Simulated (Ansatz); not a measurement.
Input file for Ansatz (a quantum-chemistry and plane-wave program): R-CCSD(T)/cc-pV(D+d)Z on C3H7Cl (SMILES CCCCl). Files ending in .json are basis or fitting sets from the Basis Set Exchange.

Ansatz 0.2 input:
```yaml
crystal:
  periodic: [false, false, false]
  atoms:
    - {symbol: C, position_ang: [-1.29855161, 0.11638876, -0.33313675]}
    - {symbol: C, position_ang: [-0.08615144, -0.33945470, 0.47813106]}
    - {symbol: C, position_ang: [1.20335715, 0.18872156, -0.11840774]}
    - {symbol: Cl, position_ang: [2.64818603, -0.34289253, 0.82996168]}
    - {symbol: H, position_ang: [-1.24399490, -0.24043928, -1.36408420]}
    - {symbol: H, position_ang: [-2.22181408, -0.26752693, 0.10267145]}
    - {symbol: H, position_ang: [-1.37177251, 1.20590609, -0.36061496]}
    - {symbol: H, position_ang: [-0.17045773, 0.00663454, 1.51042263]}
    - {symbol: H, position_ang: [-0.04331948, -1.43009593, 0.51319166]}
    - {symbol: H, position_ang: [1.22832418, 1.27679451, -0.12501827]}
    - {symbol: H, position_ang: [1.35619441, -0.17403609, -1.13311656]}
basis:
  gaussian:
    orbitals: cc-pV_D+d_Z.json
magnetization: {spin_polarized: false}
correlation: {method: ccsd_t, electrons: outside_noble_gas}
scf: {lower_state_search: off}
```

Output:

```
WARN ansatz: RAYON_NUM_THREADS=1 ignored (pool sized by the plan → 1); use --threads N
Functional definition: HF
these checks for a lower state are left out or cut short: stability, starts, cluster_reference, orbital_swaps, neighbouring_geometries, increment
integrals: 0.12 GiB planned
933 factors; integrals over basis functions are off by at most 1.3e-3 eV
mean field: 0.27 GiB planned
mean field evaluation 1: about -15704.3780 eV, gradient 2.4e1 eV
mean field evaluation 2: about -15704.5170 eV, gradient 2.4e1 eV
mean field evaluation 4: about -15706.3349 eV, gradient 2.8e0 eV
mean field evaluation 8: about -15706.3603 eV, gradient 9.7e-2 eV
mean field -15706.36031284 eV, -577.1980953434 hartree, gradient 7.3e-6 eV, S^2 0.000000; 0 other end points of the search recorded, 0 dependent functions left out
8 core orbitals not correlated
reference -15706.36031284 eV, -577.1980953434 hartree; 13, 13 occupied and 79, 79 virtual orbitals, 933 factors
second order -15.62435396 eV of doubles, -0.00000000 eV of singles
coupled cluster: 0.38 GiB planned
cycle   1  -16.68288233 eV  change    -1.1e0 eV  update   7.7e-2
cycle   2  -17.10573842 eV  change   -4.2e-1 eV  update   2.3e-2
cycle   3  -17.16141492 eV  change   -5.6e-2 eV  update   7.7e-3
cycle   4  -17.16287179 eV  change   -1.5e-3 eV  update   2.0e-3
cycle   5  -17.16337601 eV  change   -5.0e-4 eV  update   5.3e-4
cycle   6  -17.16338708 eV  change   -1.1e-5 eV  update   1.6e-4
cycle   7  -17.16338071 eV  change    6.4e-6 eV  update   4.4e-5
cycle   8  -17.16338977 eV  change   -9.1e-6 eV  update   1.7e-5
perturbative correction -0.47565988 eV, -0.0174801780 hartree
Total energy: -15723.99936248 eV, -577.8463184617 hartree
Checks for a lower state left out: stability, starts, cluster_reference, orbital_swaps, neighbouring_geometries, increment
```

The run converged.

Cost: about 15 core-seconds (a rough figure).
